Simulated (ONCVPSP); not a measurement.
tantalum, ONCV: configuration errors across variants

ONCVPSP 4.0.1 input, shortened (lines: element, Z, core and valence counts, functional; n l f; lmax; l rc ep ncon nbas qcut; lloc lpopt rc5 dvloc0; l nproj debl; icmod fcfact rcfact), PBE, scalar-relativistic:

```
  Ta 73.00   10    4        4      upf
    1    0    2.00
    2    0    2.00
    2    1    6.00
    3    0    2.00
    3    1    6.00
    3    2   10.00
    4    0    2.00
    4    1    6.00
    4    2   10.00
    4    3   14.00
    5    0    2.00
    5    1    6.00
    5    2    3.50
    6    0    1.50
    2
    0    1.45    0.00    4    8    6.60
    1    1.95    0.00    3    8    6.80
    2    2.60    0.00    4    8    7.30
    4    5    1.30   -1.00
    0    3    3.00
    1    3    3.10
    2    2    0.30
    3    3.50    1.70
```

All-electron excitation energies from the reference (eV): (1) 5s2 5p6 5d3 6s2 -0.989; (2) 5s2 5p6 5d3 6s1 7.479; (3) 5s2 5p6 5d3 6s0 22.452; (4) 5s2 5p6 5d3 6s1 6p1 3.190.

2 further variants failed, have other tests or too few solved ones, and are left out.

Errors AE − PS in meV (a dash: test not solved or not reliable):

```tsv
change	(1)	(2)	(3)	(4)	bound ghosts	GHOST(+) flags above zero
base	-0.9	-3.0	-22	-2.2	none	s
d: nproj 1	-0.9	-2.8	-21	-2.1	none	s
core correction none	+1.8	-0.2	+7.0	+1.1	none	s
core correction Teter function, fcfact 3.5, rcfact 1.74	-1.3	-3.8	-30	-2.9	none	s
p: rc 2.12	-0.9	-3.0	-22	-2.1	none	s
d: rc 2.88	+0.1	-3.0	-24	-1.7	none	s
d: debl 0.2	-0.9	-3.0	-22	-2.2	none	s
d: ncon 3, nbas 7	-0.6	-2.9	-22	-2.0	none	s, d
s: qcut 4.3	-1.5	-3.2	-26	-2.3	none	s
```

Give the same row for: core correction Teter function, fcfact 3.2, rcfact 1.7.

-0.8, -2.8, -20, -2.0; bound ghosts: none; GHOST(+) flags above zero: s.
